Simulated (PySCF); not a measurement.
HLiO. Atoms are numbered in the order given.

```xyz
3

Li     0.0000     0.0000     1.2700
O      0.0000     0.0000    -0.3176
H      0.0000     0.0000    -1.2691
```

Geometry optimised at r2SCAN-D4/def2-TZVPD. The isomer is the one that the SMILES or the coordinates give; other isomers of the formula were not compared.

The numbers are results of PySCF with KT2/pcSseg-2, not measurements.

GIAO shieldings, no solvent; atoms alike by connectivity are averaged. δ = σ(ref) − σ: ¹⁷O against H2O (σ = 324.0 ppm); ¹H against TMS (σ = 31.47 ppm), references at their B3LYP-D3(BJ)/def2-TZVP geometries, non-relativistic.

### Question
Estimate the chemical shifts. (The exact figures need the calculation; the answer reports its results.)

### Answer

```tsv
nucleus	atoms	count	δ (ppm)
¹⁷O	O2	1	2.4
¹H	H3	1	-1.25
```
